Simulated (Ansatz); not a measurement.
# Ligand exchange: AuF + GeH3(SH) → AuSH + GeH3F

Species: AuF, singlet; GeH3(SH), singlet; AuSH `[SH][Au]`, singlet; GeH3F (fluorogermane) `[F][GeH3]`, singlet. The partners trade F for SH: Au–F and Ge–SH bonds give way to Au–SH and Ge–F.

Shapes, held fixed at every level: PBE0-D4/def2-TZVP. Programs: Ansatz 0.2.0. The zero-point and thermal change to 298 K, harmonic and unscaled (PBE0-D4/def2-TZVP), is +0.1 kJ/mol.

**Question.** Estimate ΔH(298 K) of this reaction.

**Answer.** The highest level, CCSD(T)/def2-TZVPP, gives ΔH(298 K) = -172.1 kJ/mol; the levels span -195.8 to -152.7. The column of differences is taken from that level and isn't an error. No measured value is set beside it here. T1 is large for AuF (0.030), AuSH (0.025), so single-reference values are less sure there. For atoms past krypton def2 sets carry core potentials with scalar relativity. Relativity is left out for Ge. Outer-core shells of Au, Ge are correlated in most correlated rows, in sets that cover them unevenly. Times are processor times on shared x86 and Arm servers, and rough.

| level | kind | ΔH(298 K) (kJ/mol) | less CCSD(T)/def2-TZVPP | CPU time (sum over the molecules) |
| --- | --- | --- | --- | --- |
| HF/def2-TZVPP | Hartree–Fock | -156.0 | +16.1 | – |
| PBE-D4/def2-TZVPP | GGA | -160.4 | +11.7 | 12 s |
| r2SCAN-D4/def2-TZVPP | meta-GGA | -166.9 | +5.2 | 21 s |
| r2SCAN0-D4/def2-TZVPP | global hybrid | -171.4 | +0.7 | 21 s |
| wB97X-V/def2-TZVPP | range-separated hybrid | -152.7 | +19.4 | 31 s |
| MP2/def2-TZVPP | perturbation theory | -195.8 | -23.7 | – |
| CCSD(T)/def2-SVP | coupled cluster or CI | -169.9 | +2.2 | 12 s |
| CCSD(T)/def2-TZVPP | coupled cluster or CI | -172.1 | 0.0 | 79 s |
